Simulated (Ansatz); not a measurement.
AgF, singlet, at a GFN2-xTB geometry (such geometries of metal compounds can be far from the true shape) (core potentials on Ag). Base run: Ansatz (a quantum-chemistry and plane-wave program) with B3LYP/def2-TZVP.

Geometry (Å):
```xyz
2

Ag     0.0000     0.0000    -0.3168
F      0.0000     0.0000     1.6543
```
Charge 0, spin multiplicity 1.
All else is at Ansatz's defaults.
Base energy -246.91684 Eh.

Each row names what was changed in the base input (with any setting that the change needs).

```tsv
change	ΔE vs base (mEh)
base	0.000
accuracy = high	-0.010
lower_state_search = light	0.000
final_grid = 4, 8, 17	-0.100
final_grid = 6, 12, 29	0.000
final_grid = 10, 20, 41	0.000
forces = on	0.000
lower_state_search = off	0.000
fitting.mean_field = def2-universal-JKFIT	-0.022
final_grid = 14, 28, 59	0.000
point_charge = charge:0.5 position_ang:2.8722, 1.427, -1.6974	9.001
```
